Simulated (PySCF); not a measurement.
**Question.** What does the PBE0-D3(BJ)/def2-SVP structure of `BCOC` (C2H7BO) look like in three dimensions?

**Answer.** 
```xyz
11
C2H7BO angstrom
B      1.546    1.182   -0.397
C      0.457    0.348    0.329
O     -0.364   -0.406   -0.508
C     -1.367   -1.096    0.165
H      1.626    1.228   -1.600
H      2.313    1.822    0.286
H     -0.129    1.091    0.929
H      0.944   -0.279    1.114
H     -0.957   -1.815    0.904
H     -2.053   -0.413    0.707
H     -1.953   -1.657   -0.577
```

Orientation and origin are arbitrary. Atoms count from 1 in this order. B1 (three-coordinate boron) is planar (angles 122.2°, 120.1° and 117.7°, sum 360.0°, 0.01 Å off the plane of its three neighbours). Of the pairs four or more bonds apart, H7···H10 is among the closest relative to their van der Waals radii: 2.45 Å, 102 % of the sum of Bondi's values. The 4 heavy atoms lie in one plane (0.016 Å rms).

Bonds between heavy atoms (Å): B1–C2 1.552, C2–O3 1.394, O3–C4 1.391.

Theory: PySCF 2.14.0, PBE0-D3(BJ)/def2-SVP geometry optimisation, gas phase.

Point group: near Cs, missed by 0.20 Å at most; the miss may be what the optimiser left on a soft mode. No frequency check. One conformer, not necessarily the lowest (H–B1–C2–O3 4° and -178°, B1–C2–O3–C4 -177°).
